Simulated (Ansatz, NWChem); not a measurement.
Worked example: C2H3BrF2 + CHCl2F → C2H3ClF2 + CHBrClF

Gas-phase species: C2H3BrF2 `FCC(F)Br`, singlet; CHCl2F (dichlorofluoromethane) `FC(Cl)Cl`, singlet; C2H3ClF2 `FCC(F)Cl`, singlet; CHBrClF `FC(Cl)Br`, singlet. The partners trade Br for Cl; both sit on C, so the bond types are kept.

Shapes, held fixed at every level: PBE0-D4/def2-TZVP. Flexible molecules stand in one conformer, not always the lowest. Programs: Ansatz 0.2.0, NWChem 7.3.0. Electronic energies: no zero-point or thermal term.

At CCSD(T)/def2-TZVPP; 1 Eh = 2625.50 kJ/mol:

```
 species   energy (Eh)
C2H3BrF2  -2850.047770
  CHCl2F  -1057.817377
C2H3ClF2   -737.070635
 CHBrClF  -3170.795606
```

Q: Work out ΔE of the reaction at this level.

A: 
1. Products less reactants: (-737.070635) + (-3170.795606) − [(-2850.047770) + (-1057.817377)] = -0.001094 Eh = -2.9 kJ/mol.

Other levels give -4.0 (PBE-D4/def2-TZVPP) to -1.0 kJ/mol (B3LYP/6-31G* (spherical functions)). No measured value is set beside it here. Relativity is left out for Br. Outer-core shells of Br are correlated, in sets that cover them unevenly. That is about zero within the method's error.
